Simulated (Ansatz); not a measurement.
Reaction (substitution at a C–S bond): `C=C(N)SBO` + `[OH][GeH3]` → `C=C(N)[O][GeH3]` + `OBS`

Program: Ansatz. Geometries: PBE0-D4/def2-TZVP. ΔE: electronic, gas phase. CBS: MP2 limit from def2 TZ/QZ plus the TZ coupled-cluster correction, frozen cores. Functionals use def2-TZVPP. B3LYP here is the variant with VWN-RPA as its local correlation; programs differ in this. For Ge outer-core shells are correlated without core-valence functions, which leaves a few kJ/mol of doubt a bond. Scalar relativity is left out up to krypton. Each species was taken in one conformer, which may not be the lowest.

| level | ΔE (kJ/mol) | difference from CCSD(T)/CBS |
| --- | --- | --- |
| PBE-D4 | 23.0 | 0.4 |
| r2SCAN-D4 | 16.4 | -6.2 |
| PBE0-D4 | 18.9 | -3.7 |
| B3LYP-D4 | 16.3 | -6.3 |
| ωB97X-V | 12.9 | -9.7 |
| ωB97M-V | 14.9 | -7.7 |
| B2PLYP | 17.0 | -5.6 |
| PBE | 20.5 | -2.1 |
| r2SCAN | 15.8 | -6.8 |
| PBE0 | 16.8 | -5.8 |
| B3LYP | 12.3 | -10.3 |
| HF/def2-TZVPP | -7.0 | -29.6 |
| MP2/def2-TZVPP | 26.3 | 3.7 |
| SCS-MP2/def2-TZVPP | 20.4 | -2.2 |
| CCSD/def2-TZVPP | 13.1 | -9.5 |
| CCSD(T)/def2-TZVPP | 17.9 | -4.7 |
| HF/def2-QZVPP | -6.7 | -29.3 |
| MP2/def2-QZVPP | 29.1 | 6.5 |
| SCS-MP2/def2-QZVPP | 23.4 | 0.8 |
| HF/CBS(def2) | -6.6 | -29.2 |
| MP2/CBS(def2) | 31.1 | 8.5 |
| CCSD/CBS(def2) | 17.9 | -4.7 |
| CCSD(T)/CBS | 22.6 | 0 |

Largest T1 diagnostic among the species: 0.013.

From PBE to PBE0 (25 % exact exchange), in def2-TZVPP and without D4, ΔE moves by −3.7 kJ/mol. The D4 term adds +4.0 kJ/mol with B3LYP and +2.0 kJ/mol with PBE0; it sums over pairs of atoms, weighted by their polarisabilities, and B3LYP, whose exchange is more repulsive, gets the larger term. In def2-TZVPP, CCSD(T) changes the Hartree–Fock value by +24.8 kJ/mol (the triples alone add +4.8 kJ/mol) and MP2 by +33.3 kJ/mol.
